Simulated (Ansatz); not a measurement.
`C[N](C)[Hf]([I])([N](C)C)[N](C)C`, 29 atoms. The species carries charge 0 and has multiplicity 1. Correlated methods include outer-core shells of Hf, I, which these sets cover unevenly. Hf, I: def2 effective core potential. All runs use 11 threads of an AMD EPYC 7R13 on a shared host and a whole NVIDIA H100 80 GB. Correlated methods freeze the cores.

How many basis functions does each run have, and how long does it take in Ansatz? RHF-MP2/def2-QZVPP energy; RKS revPBE-D4/def2-TZVPP energy; RKS PBE0-D4/def2-TZVP relaxation (24 steps); RKS PBE0-D4/def2-SVP energy; RKS HSE06 (plane-wave form)-D4/def2-TZVPP energy; RKS ωB97X-V/def2-TZVPP energy; direct RPA on PBE orbitals/def2-TZVPP energy; RHF-CCSD(T)/def2-TZVPP energy; RKS CAM-B3LYP-D4/def2-TZVPP energy; RHF-CCSD(T)/def2-SVP energy; RKS ωB97M-V/def2-QZVPP energy; RKS PBE0-D4/def2-QZVPP energy. (Estimate.)

The calculation gave: Other jobs shared the machine, so times are rough.

```json
{"level": "RKS PBE0-D4/def2-SVP", "job": "energy", "functions": "274", "wall time": "1.4 s", "peak host memory (GiB)": "2"}
{"level": "RKS revPBE-D4/def2-TZVPP", "job": "energy", "functions": "637", "wall time": "2.1 s", "peak host memory (GiB)": "2"}
{"level": "RKS CAM-B3LYP-D4/def2-TZVPP", "job": "energy", "functions": "637", "wall time": "2.6 s", "peak host memory (GiB)": "2"}
{"level": "RKS HSE06 (plane-wave form)-D4/def2-TZVPP", "job": "energy", "functions": "637", "wall time": "3.1 s", "peak host memory (GiB)": "2"}
{"level": "RKS ωB97X-V/def2-TZVPP", "job": "energy", "functions": "637", "wall time": "3.4 s", "peak host memory (GiB)": "2"}
{"level": "RKS PBE0-D4/def2-QZVPP", "job": "energy", "functions": "1216", "wall time": "4 s", "peak host memory (GiB)": "2"}
{"level": "direct RPA on PBE orbitals/def2-TZVPP", "job": "energy", "functions": "637", "wall time": "4.6 s", "peak host memory (GiB)": "4.4"}
{"level": "RHF-MP2/def2-QZVPP", "job": "energy", "functions": "1216", "wall time": "7 s", "peak host memory (GiB)": "2.1"}
{"level": "RKS ωB97M-V/def2-QZVPP", "job": "energy", "functions": "1216", "wall time": "7 s", "peak host memory (GiB)": "2.1"}
{"level": "RHF-CCSD(T)/def2-SVP", "job": "energy", "functions": "274", "wall time": "8.5 s", "peak host memory (GiB)": "2"}
{"level": "RKS PBE0-D4/def2-TZVP", "job": "relaxation (24 steps)", "functions": "477", "wall time": "36 s", "peak host memory (GiB)": "2"}
{"level": "RHF-CCSD(T)/def2-TZVPP", "job": "energy", "functions": "637", "wall time": "3.3 min", "peak host memory (GiB)": "4.2"}
```
